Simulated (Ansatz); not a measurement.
Molecule: CH11N3Si2 (charge 0, singlet). SMILES: C[SiH2][Si](N)(N)N
Coordinates optimised at B3LYP-D3(BJ)/def2-TZVP (Ansatz, a program for electronic structure):
```xyz
17

C      2.0275    -0.7213     1.6490
Si     1.6121     0.1763     0.0427
Si    -0.7076     0.1105    -0.3321
N     -1.3641     1.1407     0.8889
N     -0.9631     0.4035    -2.0105
N     -1.5277    -1.3796    -0.0508
H      3.0982    -0.6990     1.8579
H      1.5039    -0.2585     2.4874
H      1.7131    -1.7653     1.5937
H      2.0938     1.5856     0.1383
H      2.3615    -0.4473    -1.0825
H     -0.9299     2.0267     1.0951
H     -2.3611     1.1781     1.0450
H     -0.3451     1.0029    -2.5331
H     -1.8908     0.3918    -2.4081
H     -1.4437    -2.1299    -0.7176
H     -1.6445    -1.7241     0.8886
```
Charge 0, spin multiplicity 1.

Property: atomisation energy (electronic, to ground-state atoms); the coupled-cluster value holds the core correlation from cc-pwCVTZ, in kcal/mol. Cores are frozen in the correlated levels unless marked. Open shells are spin-unrestricted. No spin-orbit coupling. No relativistic terms. CBS(X,Y): correlation extrapolated as X^-3; Hartree-Fock from the larger set.

Level to compare with: CCSD(T)/CBS(cc-pV(T+d)Z,cc-pV(Q+d)Z) plus the core term (Ansatz), 1433.8 kcal/mol. It is a level with limits of its own, and the differences hold the functionals' basis error too.

**Question.** Rank these functionals by how close they come to CCSD(T)/CBS(cc-pV(T+d)Z,cc-pV(Q+d)Z), closest first: PBE/def2-TZVPD (Ansatz); revPBE/def2-TZVPD (Ansatz); r2SCANh/def2-TZVPD (Ansatz); PBE0/def2-TZVPD (Ansatz).

**Answer.** PBE/def2-TZVPD (GGA, 1434.0 kcal/mol, difference 0.2), PBE0/def2-TZVPD (global hybrid, 1413.7 kcal/mol, difference -20.1), r2SCANh/def2-TZVPD (hybrid meta-GGA, 1410.1 kcal/mol, difference -23.7), revPBE/def2-TZVPD (GGA, 1385.8 kcal/mol, difference -48.0)
